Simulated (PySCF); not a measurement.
Two species compared at the same levels of theory.

First species: C5H14FNSi2.
SMILES: `CC[C@H]1[C@@H](C1)N([SiH2]F)[SiH3]`

Second species: C8H14S.
SMILES with atom numbers: `[CH2:1]=[CH:2][CH2:3][C@@H:4]1[CH2:5][CH2:6][CH2:7][CH2:8][S:9]1` (hydrogens: H10, H11 on C1; H12 on C2; H13, H14 on C3; H15 on C4; H16, H17 on C5; H18, H19 on C6; H20, H21 on C7; H22, H23 on C8)

Levels: PBE0/pcSseg-1 for HOMO energy, LUMO energy and HOMO–LUMO gap. Geometries: GFN2-xTB. Each structure is a single optimised conformer of the isolated species, non-relativistic unless stated. Electronic properties by PySCF.

Dipoles, sizes and rotational constants follow the conformer. The torsions of the flexible species, by atom-mapped SMILES:
- `[CH3:1][CH2:2][C@@H:3]1[CH2:4][C@H:5]1[N:6]([SiH3:7])[SiH2:8][F:9]`: C1–C2–C3–C4 153°, C4–C5–N6–Si7 -88°, C5–N6–Si8–F9 170°

The conformers of `C=CC[C@@H]1CCCCS1` aren't listed.

Values for the first species:

* HOMO energy: -6.83 eV
* LUMO energy: 0.52 eV
* HOMO–LUMO gap: 7.35 eV

Estimate the same properties for the second species, and the change in each.

```csv
property,first,second,second less first
HOMO energy,-6.83 eV,-6.21 eV,+0.62 eV
LUMO energy,0.52 eV,0.19 eV,-0.33 eV
HOMO–LUMO gap,7.35 eV,6.40 eV,-0.95 eV
```

